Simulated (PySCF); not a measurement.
## Circular dichroism: `C[C@@H]1CC[Si@](N)(F)C1`, C5H12FNSi

Geometry:
```csv
atom,x (Å),y (Å),z (Å)
C1,2.393,-0.783,-0.315
C2,0.970,-0.252,-0.445
C3,0.833,1.168,0.116
C4,-0.646,1.570,0.088
Si5,-1.566,-0.036,0.534
N6,-2.981,-0.550,-0.293
F7,-2.063,0.003,2.079
C8,-0.047,-1.142,0.285
H9,2.460,-1.793,-0.714
H10,2.696,-0.806,0.730
H11,3.091,-0.151,-0.861
H12,0.702,-0.225,-1.508
H13,1.186,1.171,1.149
H14,1.450,1.869,-0.451
H15,-0.911,1.912,-0.914
H16,-0.832,2.403,0.763
H17,-3.875,-0.270,0.073
H18,-3.001,-0.585,-1.298
H19,0.365,-1.437,1.251
H20,-0.230,-2.056,-0.274
```

Method used: TDDFT B3LYP/def2-SVPD circular dichroism and optical rotation, one conformer, gas phase in PySCF 2.14.0. Geometry: GFN2-xTB.

The molecule is flexible and this is one conformer; a measurement averages over conformers. States above about 7.0 eV (minus the energy of the highest occupied orbital) lie near or above the ionisation threshold and depend on the basis.

(1) Assign R or S to each stereocentre.

(2) List the lowest 12 singlet excitations with oscillator and rotatory strengths.

## Answers

(1) C2 R, Si5 S.

(2) Rotatory strengths R in 10⁻⁴⁰ esu² cm², velocity form and length form (origin at the centre of mass); f in length form.
```
state  E (eV)  λ (nm)      f  R (velocity)  R (length)                                  main
    1    6.18     201  0.041         -11.5       -12.3                        HOMO→LUMO 0.95
    2    6.78     183  0.006          -4.4        -3.7    HOMO→LUMO+2 0.53, HOMO→LUMO+1 0.41
    3    6.79     183  0.017         +36.0       +35.7    HOMO→LUMO+1 0.50, HOMO→LUMO+2 0.39
    4    7.32     169  0.007          +3.3        +4.1    HOMO→LUMO+3 0.67, HOMO→LUMO+4 0.24
    5    7.41     167  0.008          -0.7        -0.7    HOMO→LUMO+4 0.58, HOMO→LUMO+3 0.24
    6    7.50     165  0.008         +13.8       +13.2    HOMO−1→LUMO 0.82, HOMO→LUMO+4 0.09
    7    7.89     157  0.021          -3.2        -3.4                      HOMO→LUMO+5 0.84
    8    8.04     154  0.008         -16.6       -16.3  HOMO−2→LUMO 0.53, HOMO−1→LUMO+1 0.30
    9    8.07     154  0.004         +12.7       +12.9                    HOMO−1→LUMO+2 0.85
   10    8.13     152  0.010         -16.2       -14.8  HOMO−1→LUMO+1 0.54, HOMO−2→LUMO 0.34
   11    8.15     152  0.020          -8.3        -8.0    HOMO→LUMO+6 0.48, HOMO→LUMO+8 0.21
   12    8.29     150  0.018          +1.1        +2.6    HOMO→LUMO+7 0.34, HOMO→LUMO+6 0.24
```

Among the states computed, the strongest CD band (largest |R|) is state 3. The largest dissymmetry factor in size, g = 4R/(D+G), with D and G the electric and magnetic dipole strengths, is +0.032 for state 9 (velocity form, f = 0.005), among bands with |R| over 0.5. The mirror image has the same energies and oscillator strengths and all R with the opposite sign.
